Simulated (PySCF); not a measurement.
Calculations on `CCB(F)OC`, in the order of a workflow; each names the level of the geometry that it ran on. Settings lines and outputs come from a driver script.

C₃H₈BFO.
Numbering: `[CH3:1][CH2:2][B:3]([F:4])[O:5][CH3:6]` (hydrogens: H7, H8, H9 on C1; H10, H11 on C2; H12, H13, H14 on C6)

Step 1: PBE0-D3(BJ)/def2-SVP geometry optimisation, gas phase (PySCF 2.14.0) (from the GFN2-xTB geometry)
```json
{"job": {"xc": "PBE0", "basis": "def2-SVP", "d3": "d3bj", "grid": 1, "kind": "geom"}, "charge": 0, "multiplicity": 1}
```
```
step   0  E = -318.57876064  max force = 0.021032
step   1  E = -318.58061103  max force = 0.005702
step   2  E = -318.58067700  max force = 0.002359
step   3  E = -318.58071390  max force = 0.000810
step   4  E = -318.58073214  max force = 0.000459
step   5  E = -318.58076719  max force = 0.001069
step   6  E = -318.58079701  max force = 0.001269
step   7  E = -318.58081263  max force = 0.000712
step   8  E = -318.58081998  max force = 0.000303
optimisation converged
```

Final energy -318.58082 Eh after 8 steps; dipole 0.98 D. Energies in Eh; «max force» is the largest Cartesian gradient component in Eh/bohr.

The run took about 1.9 min of CPU time (one thread, shared machine).

Step 2: TDDFT CAM-B3LYP/def2-SVPD, vertical, gas phase, core orbitals frozen in the response (PySCF 2.14.0, density-fitted response routines) (on the PBE0-D3(BJ)/def2-SVP geometry)
```json
{"job": {"kind": "uv", "xc": "CAM-B3LYP", "basis": "def2-SVPD", "dynamic": true, "nstates": 6, "ntriplets": 0}, "charge": 0, "multiplicity": 1}
```
```
...
Static polarisability (au): isotropic 55.542, principal 47.194 54.990 64.444
Singlet excitations
state   eV       nm        f      main configurations
  1   8.3880    147.8   0.01206   H-1->L 0.53, H->L 0.31
  2   8.4215    147.2   0.00461   H->L 0.52, H-1->L 0.33
  3   8.5798    144.5   0.00531   H->L+2 0.79
  4   8.8566    140.0   0.00147   H-2->L 0.81
  5   8.9767    138.1   0.00114   H-2->L+2 0.78
  6   9.0473    137.0   0.00129   H-3->L 0.66, H-3->L+1 0.12, H-1->L+1 0.10
```

HOMO -10.40 eV, LUMO 0.94 eV; lowest singlet 8.39 eV; mean polarisability 55.5 au.

The run took about 70 s of CPU time (one thread, shared machine).

Step 3: core-valence-separated TDA BHandHLYP/aug-pcX-1 H:pcseg-1, K edges, non-relativistic, gas phase (PySCF 2.14.0, density-fitted response routines) (on the PBE0-D3(BJ)/def2-SVP geometry)
```json
{"job": {"kind": "xas", "xc": "BHandHLYP", "basis": {"default": "aug-pcX-1", "H": "pcseg-1"}}, "charge": 0, "multiplicity": 1}
```
```
...
B K edge
   eV          f      from atoms
  189.357   0.09614   B2
  192.176   0.00145   B2
  193.073   0.00393   B2
  193.297   0.00242   B2
  193.318   0.00055   B2
  193.852   0.00078   B2
  194.281   0.00052   B2
  194.487   0.00082   B2
C K edge
   eV          f      from atoms
  284.935   0.01066   C1
  285.196   0.00643   C0
  285.358   0.00536   C1
  285.754   0.02113   C1
  285.997   0.02695   C0
  286.037   0.02619   C0
  286.172   0.00318   C1
  286.241   0.00289   C1
  286.330   0.00058   C0
  286.766   0.02311   C5
...
```

Lowest B 1s excitation 189.4 eV; lowest C 1s excitation 284.9 eV; lowest O 1s excitation 532.7 eV; lowest F 1s excitation 685.5 eV; the energies are raw, with no shift to experiment and no relativistic term. The log counts atoms from 0, this text from 1.

The run took about 70 s of CPU time (one thread, shared machine).

Geometry of the electronic-property runs (PBE0-D3(BJ)/def2-SVP):
```
atom  x, y, z in Å
C1    -2.037   -0.111    0.746
C2    -1.353    0.140   -0.591
B3     0.213    0.172   -0.556
F4     0.897    0.411   -1.684
O5     0.894   -0.041    0.586
C6     2.298   -0.017    0.674
H7    -1.722   -1.071    1.181
H8    -1.778    0.668    1.479
H9    -3.134   -0.130    0.651
H10   -1.645   -0.624   -1.336
H11   -1.691    1.092   -1.040
H12    2.776   -0.009   -0.317
H13    2.618    0.879    1.229
H14    2.635   -0.904    1.231
```

One conformer stands for the species.
